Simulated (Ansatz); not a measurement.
```xyz
8

B     0.0000    0.0000   -0.8423
N     0.0000    0.0000    0.6620
H     0.0000   -1.0859   -1.1425
H    -0.9404    0.5429   -1.1425
H     0.9404    0.5429   -1.1425
H     0.0000    0.8753    1.0016
H    -0.7580   -0.4376    1.0016
H     0.7580   -0.4376    1.0016
```

Basis set: 6-31G* (spherical functions). Correlated methods keep 2 orbitals frozen. Charge 0, multiplicity 1.

Computed with Ansatz (development build ahead of 0.2.0); each method stands on the lowest determinant of its kind that the runs found. Restricted open shells among the atoms or ions are ROHF, correlated in semicanonical orbitals with singles.

(1) Give the atomization energy at this shape (free ground-state atoms in the same class of orbitals less the molecule, no zero-point energy) of singlet BNH₆ by RHF-MP2, RHF.

## Answers

(1)

```tsv
method	atomization energy
RHF-MP2	2176.6 kJ/mol
RHF	1798.5 kJ/mol
```

Caution: no unrestricted run beside it, a lower state can exist; the shape is not the minimum.
